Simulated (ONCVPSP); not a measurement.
# Hg: one change to an ONCV potential, before and after

mercury, optimised norm-conserving Vanderbilt (ONCV), made with ONCVPSP 4.0.1 (PBE, scalar-relativistic). Core [Kr] 4d10 4f14, reference 5s2 5p6 5d10 6s1 (charge +1). Waves: 5s+6s: rc 1.50 bohr, ncon 4, nbas 8, qcut 8.6 1/bohr, 2 projectors; 5p: rc 1.75 bohr, ncon 4, nbas 8, qcut 6.2 1/bohr, 2 projectors, debl 3 Ha; 5d: rc 1.55 bohr, ncon 5, nbas 8, qcut 5.5 1/bohr, 3 projectors, debl 4 Ha. Local part: polynomial inside 1.05 bohr (lpopt 4, dvloc0 0 Ha). Core correction: none.

All-electron outer shells of the reference configuration (PBE, scalar-relativistic, ld1.x):

```json
{"shell": "5s", "level (eV)": "-127.26", "outermost node (bohr)": "0.47", "outermost maximum (bohr)": "0.82"}
{"shell": "4f", "level (eV)": "-104.93", "outermost node (bohr)": "–", "outermost maximum (bohr)": "0.37"}
{"shell": "5p", "level (eV)": "-75.62", "outermost node (bohr)": "0.51", "outermost maximum (bohr)": "0.93"}
{"shell": "5d", "level (eV)": "-18.84", "outermost node (bohr)": "0.55", "outermost maximum (bohr)": "1.17"}
{"shell": "6s", "level (eV)": "-14.71", "outermost node (bohr)": "1.08", "outermost maximum (bohr)": "2.13"}
```

Change: all radii scaled by about 1.04 (s 1.56, p 1.82, d 1.62 bohr); local potential polynomial inside 1.10 bohr (lpopt 4, dvloc0 0 Ha).

Cutoffs: the cutoffs (Ha) at which the residual kinetic energy of the hardest occupied pseudo-wave falls to 1 and 0.1 mHa per electron; they do not see the model core or the augmentation charge, which bear on the density cutoff. Errors are all-electron minus pseudo energies relative to the spin-unpolarised reference configuration.

**Question.** Predict the effect on cutoff, ghosts and configuration errors.

**Answer.** The potential gets neither clearly harder nor softer (39 Ha and 78 Ha → 52 Ha and 76 Ha); the errors of the 4 common tests hardly move; neither file shows a bound ghost.

```tsv
quantity	base	changed
cutoff, loose	39 Ha	52 Ha
cutoff, tight	78 Ha	76 Ha
loose cutoff by channel	s 27 Ha, p 16 Ha, d 39 Ha	s 26 Ha, p 16 Ha, d 52 Ha
bound ghosts	none	none
GHOST(+) flags under 300 eV	s at 269.9 eV	s at 263.4 eV
error for 5s2 5p6 5d10 6s2, meV [ΔE -10.69 eV]	+3.1	+3.0
error for 5s2 5p6 5d10 6s0, meV [ΔE 18.98 eV]	-7.5	-7.8
error for 5s2 5p6 5d9 6s0, meV [ΔE 54.50 eV]	-15	-15
error for 5s2 5p6 5d10 6s1 6p1, meV [ΔE -4.65 eV]	+2.2	+2.2
```
